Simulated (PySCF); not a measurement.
Ge(Et)2(OH)2, SMILES C[CH2][Ge]([CH2]C)([OH])[OH], singlet, GFN2-xTB optimised geometry. Atoms within 1.6 Å of the plane z = 0.8 Å (x, y, z in Å): C2 (1.61, 0.08, 0.00), Ge3 (-0.40, 0.08, 0.00), O5 (-0.82, 1.81, 0.00), C6 (-1.39, -0.95, 1.42), C7 (-2.89, -0.72, 1.39), H11 (1.93, 0.57, 0.91), H12 (1.95, -0.95, 0.04), H14 (-1.75, 2.00, -0.11), H15 (-1.17, -2.00, 1.26), H16 (-0.98, -0.67, 2.39), H17 (-3.29, -0.96, 0.40), H18 (-3.12, 0.33, 1.60), H19 (-3.39, -1.34, 2.13).

Computed with PySCF 2.14.0 with PBE0/def2-SVP.

Map of the electron localisation function on the plane z = 0.8 Å:

```
|00000000000000000000000000000|
|00000000000000000000000000000|
|00000000000000000000000000000|
|00000000000000000000000000000|
|00000000000000000000000000000|
|00000000000000000000000000000|
|00000000000122100000000000000|
|00000000011256410000000000000|
|00000000133577620000000000000|
|00000000134788510000000000000|
|00000000013787300046400000000|
|00002540001454100499950000000|
|00003784000221122799981000000|
|00002676101321134799981000000|
|00001465215631245588740000000|
|00014775457973334345310000000|
|00038997666886321267630000000|
|00038998555764200179861000000|
|00015785137873000179961000000|
|00001221039996000036620000000|
|00000000049998100000000000000|
|00000000039997000000000000000|
|00000000016872000000000000000|
|00000000000000000000000000000|
|00000000000000000000000000000|
|00000000000000000000000000000|
|00000000000000000000000000000|
|00000000000000000000000000000|
|00000000000000000000000000000|
```
Scale: ten equal steps from 0.000 (start of '0') to 0.998 (end of '9'), in the order '0123456789'; x runs from -5.50 to 5.50, y from -5.50 (bottom) to 5.50 (top).
